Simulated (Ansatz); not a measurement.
Input file for `[CH3][Zr]12345678([OH])([C@H]9[C@@H]1[C@@H]2[C@@H]3[C@H]94)[C@H]1[C@@H]5[C@@H]6[C@@H]7[C@H]18`:

```yaml
crystal:
  periodic: [false, false, false]
  atoms:
    - {symbol: C, position_ang: [-1.546252, -1.747739, 0.042872]}
    - {symbol: Zr, position_ang: [-0.207724, 0.073342, 0.337996]}
    - {symbol: O, position_ang: [-0.944964, 0.708502, 2.057720]}
    - {symbol: C, position_ang: [-1.419740, 0.592459, -1.844087]}
    - {symbol: C, position_ang: [-2.056071, 1.364350, -0.843983]}
    - {symbol: C, position_ang: [-1.141272, 2.326176, -0.386248]}
    - {symbol: C, position_ang: [0.073653, 2.137560, -1.076699]}
    - {symbol: C, position_ang: [-0.108750, 1.075109, -1.995533]}
    - {symbol: C, position_ang: [2.013950, -0.038971, 1.558549]}
    - {symbol: C, position_ang: [2.309783, 0.143635, 0.193822]}
    - {symbol: C, position_ang: [1.910491, -1.023136, -0.497807]}
    - {symbol: C, position_ang: [1.369945, -1.922016, 0.441694]}
    - {symbol: C, position_ang: [1.426971, -1.311977, 1.710804]}
    - {symbol: H, position_ang: [-1.342380, -2.333003, -0.859610]}
    - {symbol: H, position_ang: [-2.591257, -1.424390, -0.001420]}
    - {symbol: H, position_ang: [-1.444161, -2.420203, 0.901705]}
    - {symbol: H, position_ang: [-0.671821, 0.492997, 2.947849]}
    - {symbol: H, position_ang: [-1.862912, -0.227912, -2.387105]}
    - {symbol: H, position_ang: [-3.059321, 1.218013, -0.472530]}
    - {symbol: H, position_ang: [-1.314685, 3.033696, 0.410046]}
    - {symbol: H, position_ang: [0.970185, 2.726972, -0.953886]}
    - {symbol: H, position_ang: [0.631942, 0.699519, -2.685635]}
    - {symbol: H, position_ang: [2.184991, 0.682969, 2.343693]}
    - {symbol: H, position_ang: [2.772520, 1.015165, -0.243739]}
    - {symbol: H, position_ang: [2.008785, -1.199152, -1.558585]}
    - {symbol: H, position_ang: [0.970640, -2.900115, 0.225787]}
    - {symbol: H, position_ang: [1.067435, -1.741860, 2.634342]}
basis:
  gaussian: {orbitals: def2-SVP}
correlation: {method: ccsd_t}
```

```sh
$ ansatz run in.yaml --threads 11 --pin off --events-out ev --progress --plain --max-ram 110592MiB --backend cuda --devices 0, --max-vram 75GiB
```

The program prints (abridged):

```
Functional definition: HF
2783 factors; integrals over basis functions are off by at most 1.4e-3 eV
mean field evaluation 1: about -14841.9643 eV, gradient 6.2e1 eV
mean field evaluation 2: about -14841.9877 eV, gradient 6.2e1 eV
mean field evaluation 4: about -14851.8484 eV, gradient 8.1e0 eV
mean field evaluation 8: about -14852.0316 eV, gradient 3.8e-1 eV
mean field evaluation 16: about -14851.8279 eV, gradient 8.1e0 eV
mean field -14852.03251765 eV, -545.8021279544 hartree, gradient 2.0e-6 eV, S^2 0.000000; 0 other end points of the search recorded, 0 dependent functions left out
12 core orbitals not correlated: weight in the atoms' cores, before any rotation towards them, 1.000 or more for the frozen orbitals, at most 0.000 for the correlated occupied ones
reference -14852.03251765 eV, -545.8021279544 hartree; 38, 38 occupied and 219, 219 virtual orbitals, 2783 factors
second order -53.71391463 eV of doubles, -0.00000000 eV of singles
cycle   1  -53.26201244 eV  change    4.5e-1 eV  update   2.0e-1
cycle   2  -54.69537093 eV  change    -1.4e0 eV  update   7.5e-2
cycle   3  -55.13447780 eV  change   -4.4e-1 eV  update   3.5e-2
cycle   4  -55.14925958 eV  change   -1.5e-2 eV  update   1.0e-2
cycle   5  -55.14365733 eV  change    5.6e-3 eV  update   4.6e-3
cycle   6  -55.14505275 eV  change   -1.4e-3 eV  update   1.6e-3
cycle   7  -55.14457855 eV  change    4.7e-4 eV  update   7.6e-4
cycle   8  -55.14384300 eV  change    7.4e-4 eV  update   2.3e-4
cycle   9  -55.14396927 eV  change   -1.3e-4 eV  update   9.6e-5
cycle  10  -55.14403086 eV  change   -6.2e-5 eV  update   3.9e-5
perturbative correction -2.43779922 eV, -0.0895874690 hartree
Total energy: -14909.61434773 eV, -547.9182211794 hartree
```

It took 7 s on 11 threads of an AMD EPYC 7R13 on a shared host and a whole NVIDIA H100 80 GB, with 1.9 GiB of host memory at the peak.

MP2 recovers 93.3 % of the CCSD(T) correlation energy and the triples give 4.2 %; T1 = 0.0131.
